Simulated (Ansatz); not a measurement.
System: SiH4S2, charge 0, singlet. SiH4S2 (SMILES S[SiH2]S).
B3LYP-D3(BJ)/def2-TZVP minimum from Ansatz (a first-principles code):
```xyz
7

Si    -0.7816    -0.1029     0.0004
S      0.1525     1.7520     0.5283
S      0.6001    -1.6529    -0.5288
H     -1.5810    -0.4360     1.1966
H     -1.6413     0.0119    -1.1948
H      0.8331     1.8719    -0.6250
H      1.2898    -1.5925     0.6238
```
Charge 0, spin multiplicity 1.

Atomisation energy term by term, kcal/mol (programs: Ansatz). UHF or UKS for unpaired electrons; spin-orbit terms are left out. Cores are frozen in correlated methods. Rows without X2C or -DK are non-relativistic. CBS(X,Y): correlation extrapolated as X^-3, Hartree-Fock from the larger set. A bracket is a step between two methods taken in the basis named. 'core' is core correlation in cc-pwCVTZ (1s frozen past Ne), 'X2C' scalar relativity in cc-pVTZ-DK, both at CCSD(T). For partners of very few electrons the exact lower level stands in for a higher one.

```tsv
term	basis	kcal/mol
Hartree-Fock	cc-pV(Q+d)Z	356.35
CCSD correlation	CBS(cc-pV(T+d)Z,cc-pV(Q+d)Z)	128.80
(T)	CBS(cc-pV(T+d)Z,cc-pV(Q+d)Z)	8.40
CCSDT(Q) - CCSD(T)	cc-pV(D+d)Z	0.51
core correlation	cc-pwCVTZ	0.51
scalar relativity	X2C, cc-pVTZ-DK	-1.42
sum: De		493.1
```
